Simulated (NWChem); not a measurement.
System: ZnO; SMILES [O]=[Zn]

```xyz
2

Zn     0.0000     0.0000    -0.3820
O      0.0000     0.0000     1.3120
```
Atoms are numbered in this order, from 1.

Program: NWChem. Pople sets run with spherical d functions. The geometry was optimised at PBE0/def2-SVP. GIAO values for the isolated, static molecule; σ is the absolute isotropic shielding.

Task: Taking PBE0/pcSseg-2 as the yardstick, which of these has the fewest basis functions while keeping “σ O2 (ppm)” within 2 ppm of it: PBE0/6-31G*; PBE0/def2-TZVP; PBE0/def2-SVP?

Result: none of them.
| level | basis functions | σ O2 (ppm) | relative time (rough) |
|---|---|---|---|
| PBE0/def2-SVP | 45 | -3450.8 | 1 |
| PBE0/6-31G* | 48 | -1714.9 | 2 |
| PBE0/def2-TZVP | 79 | -2064.8 | 4 |
| PBE0/pcSseg-2 | 109 | -2158.0 | 7 |

The yardstick is one finite set, not the basis-set limit.
